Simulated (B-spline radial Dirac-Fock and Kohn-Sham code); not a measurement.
# Ho 4p3/2: cross section and angular parameters

System: the free holmium atom, configuration [Xe] 4f11 6s2; threshold 308.2 eV (tabulated edge). The computed values come from a B-spline atomic structure program: Dirac-Hartree-Slater photoionisation with a Latter tail; cross sections with all multipoles, angular parameters from the dipole term and its interference with E2.

For linearly polarised light dσ/dΩ = σ/(4π) [1 + β P₂(cos θ) + (δ + γ cos²θ) sin θ cos φ], with θ from the polarisation vector and φ the angle between the beam and the projection of the electron momentum on the plane normal to the polarisation.

```
hν (eV)  σ (kb)      β       γ      δ
    661     174  1.085   0.263  0.041
    800       ?      ?       ?      ?
    862     128  1.344   0.294  0.019
    894     122  1.371   0.288  0.017
   1450    61.0  1.611   0.104  0.002
 1486.9    58.5  1.619   0.093  0.002
   2110    32.1  1.698  -0.022  0.001
   3610    11.3  1.733   0.035  0.006
   3630    11.2  1.733   0.038  0.006
   4050    8.92  1.730   0.093  0.007
 5414.7    4.74  1.708   0.305  0.011
   5460    4.66  1.707   0.313  0.012
   6000    3.76  1.696   0.403  0.013
   6230    3.45  1.691   0.441  0.014
  10300    1.02  1.594   1.070  0.032
  11300   0.804  1.570   1.202  0.037
  12000   0.688  1.554   1.291  0.041
```

Task: Give the values at 800 eV.

Result: σ = 141 kb, β = 1.283, γ = 0.299, δ = 0.024.
